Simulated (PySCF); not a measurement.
# Spin-rotation constants: `Nc1cccc2cn[nH]c12`, C₇H₇N₃

Geometry:
```tsv
atom	x (Å)	y (Å)	z (Å)
N1	-1.770	-1.721	-0.326
C2	-1.018	-0.554	-0.262
C3	-1.492	0.660	-0.725
C4	-0.709	1.821	-0.712
C5	0.577	1.825	-0.232
C6	1.095	0.611	0.232
C7	2.332	0.175	0.775
N8	2.303	-1.105	1.044
N9	1.086	-1.553	0.712
C10	0.304	-0.559	0.205
H11	-1.578	-2.406	0.389
H12	-2.757	-1.570	-0.467
H13	-2.502	0.711	-1.107
H14	-1.147	2.736	-1.085
H15	1.174	2.722	-0.212
H16	3.215	0.751	0.969
H17	0.879	-2.534	0.793
```

Method used: PySCF 2.14.0, GIAO HF/pcSseg-1 magnetisability, rotational g tensor and spin-rotation constants, non-relativistic, gas phase. Geometry: GFN2-xTB.

Task: Give the nuclear spin-rotation constants along the inertial axes (H = +C I·J) beside the isotropic shieldings.

Result: Rotational constants 2.2461, 1.5273, 0.9099 GHz. A star marks the isotopologue with that one atom substituted, in its own axes.
| atom | isotope | Caa (kHz) | Cbb (kHz) | Ccc (kHz) | mean (kHz) | σ (ppm) |
| --- | --- | --- | --- | --- | --- | --- |
| N1 | 14N | 0.120 | 0.060 | 0.046 | 0.075 | 216.5 |
| N8 | 14N | 0.567 | 0.411 | 0.046 | 0.341 | -108.1 |
| N9 | 14N | 0.214 | 0.233 | 0.058 | 0.168 | 88.3 |
| H11 | 1H | -0.163 | -0.058 | -0.081 | -0.101 | 28.9 |
| H12 | 1H | 0.054 | -0.161 | -0.100 | -0.069 | 28.5 |
| H13 | 1H | 0.220 | -0.154 | -0.091 | -0.009 | 25.1 |
| H14 | 1H | -0.033 | 0.024 | -0.086 | -0.032 | 24.7 |
| H15 | 1H | -0.187 | 0.132 | -0.086 | -0.047 | 24.5 |
| H16 | 1H | 0.024 | 0.006 | -0.087 | -0.019 | 23.7 |
| H17 | 1H | -0.254 | 0.167 | -0.085 | -0.058 | 22.7 |
| C2 | 13C* | 0.913 | 0.636 | 0.106 | 0.552 | 55.1 |
| C3 | 13C* | 0.943 | 0.473 | 0.099 | 0.505 | 77.8 |
| C4 | 13C* | 0.826 | 0.664 | 0.084 | 0.524 | 64.8 |
| C5 | 13C* | 0.694 | 0.691 | 0.080 | 0.488 | 75.2 |
| C6 | 13C* | 0.957 | 0.589 | 0.090 | 0.545 | 62.7 |
| C7 | 13C* | 1.022 | 0.548 | 0.140 | 0.570 | 48.6 |
| C10 | 13C* | 0.952 | 0.620 | 0.110 | 0.560 | 53.6 |

For the geometry as given, no vibrational averaging.
